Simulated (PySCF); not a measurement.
## Radial density of As (arsenic, neutral)

UHF, [Ar] 3d10 4s2 4p3, high-spin 4S determinant. Calculation: PySCF 2.14, in pcseg-2; no relativity, point nucleus.

| r (bohr) | 4πr²ρ (e/bohr) | 4πr²(ρα − ρβ) |
| --- | --- | --- |
| 0.000894 | 0.2339 | 0.0000 |
| 0.00150 | 0.6361 | 0.0000 |
| 0.00253 | 1.681 | 0.0000 |
| 0.00425 | 4.246 | -0.0001 |
| 0.00715 | 9.920 | -0.0002 |
| 0.0120 | 20.36 | -0.0002 |
| 0.0202 | 33.76 | 0.0014 |
| 0.0340 | 40.18 | 0.0105 |
| 0.0573 | 33.97 | 0.0404 |
| 0.0963 | 38.22 | 0.0795 |
| 0.162 | 46.41 | 0.0262 |
| 0.273 | 26.54 | -0.0014 |
| 0.458 | 30.51 | 0.1626 |
| 0.771 | 18.12 | -0.0187 |
| 1.30 | 4.107 | 0.7054 |
| 2.18 | 2.370 | 1.3716 |
| 3.67 | 0.5755 | 0.4504 |
| 6.17 | 0.02317 | 0.0226 |

Problem. Where is the radial spin density 4πr²(ρα − ρβ) most negative, and why is it negative at all?

Solution. Around r = 0.771 bohr, down to -0.0187 e/bohr: exchange with the open shell polarises the paired shells in an unrestricted calculation.
